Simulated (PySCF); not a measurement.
**Magnetic susceptibility: SMILES C#C[BH2-][NH2+]C/C=C/C#N, C6H9BN2**

Geometry:
```
atom   x (Å)   y (Å)   z (Å)
  C1  -3.288   0.592   0.693
  C2  -2.727  -0.068  -0.141
  B3  -1.984  -0.915  -1.207
  N4  -0.523  -1.281  -0.505
  C5   0.259  -0.094  -0.164
  C6   1.506  -0.418   0.586
  C7   2.671   0.208   0.418
  C8   3.817  -0.128   1.164
  N9   4.753  -0.411   1.764
 H10  -3.801   1.168   1.410
 H11  -1.731  -0.303  -2.199
 H12  -2.503  -1.970  -1.410
 H13  -0.016  -1.886  -1.146
 H14  -0.748  -1.810   0.333
 H15  -0.397   0.541   0.448
 H16   0.479   0.453  -1.083
 H17   1.429  -1.209   1.323
 H18   2.794   1.010  -0.297
```

Theory: PySCF 2.14.0, GIAO B3LYP/pcSseg-1 magnetisability, rotational g tensor and spin-rotation constants, non-relativistic, gas phase. Geometry: GFN2-xTB.

What are the magnetisability and the molar susceptibility?

Isotropic -1316 × 10⁻³⁰ J/T², or -79.3 × 10⁻⁶ cm³/mol; principal values -1400, -1376, -1172 × 10⁻³⁰ J/T², anisotropy 217 × 10⁻³⁰ J/T² (root of half the summed squared differences of the principal values). The susceptibility is in cgs units.

Split it along the inertial axes a, b, c into diamagnetic and paramagnetic parts about the centre of mass, with the quadrupole moment.


```tsv
axis	χ (10⁻⁶ cm³/mol)	diamagnetic (10⁻⁶ cm³/mol)	paramagnetic (10⁻⁶ cm³/mol)	summed x² of all electrons (Å²)	quadrupole Θ (D Å)
a	-83.6	-361.1	277.4	496.8	-43.85
b	-83.0	-2223.7	2140.7	57.7	+22.00
c	-71.1	-2352.5	2281.4	27.4	+21.85
```
Anisotropies 2χaa − χbb − χcc = -13.2 and 2χbb − χaa − χcc = -11.2 × 10⁻⁶ cm³/mol. Θ is traceless in Buckingham's convention.

And the rotational g tensor?


```csv
axis,rotational constant (GHz),g,nuclear part,electronic part
a,5.0642,-0.0231,0.6369,-0.6600
b,0.5370,-0.0124,0.5277,-0.5401
c,0.5072,-0.0145,0.5291,-0.5436
```
Asymmetric top; isotopes 11B, 12C, 1H, 14N; no vibrational averaging.
